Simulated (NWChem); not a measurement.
SiH$_{3}$O cation; SMILES [OH+]=[SiH2]

```xyz
5

O     -0.0699    -1.0436     0.0000
Si    -0.0048     0.5428     0.0000
H      0.6660    -1.6836     0.0000
H      1.2849     1.2527     0.0000
H     -1.3244     1.1801     0.0000
```
Atoms are numbered in this order, from 1.

All runs: NWChem. Coordinates come from a B3LYP/6-31G* (spherical d) optimisation.

Problem. What does the run give for PBE/pcseg-1? Quantities: highest occupied level (eV); orbital gap (eV).

Solution. 
```
Item                         Result
---------------------------  ------
highest occupied level (eV)  -15.28
orbital gap (eV)               5.36
```
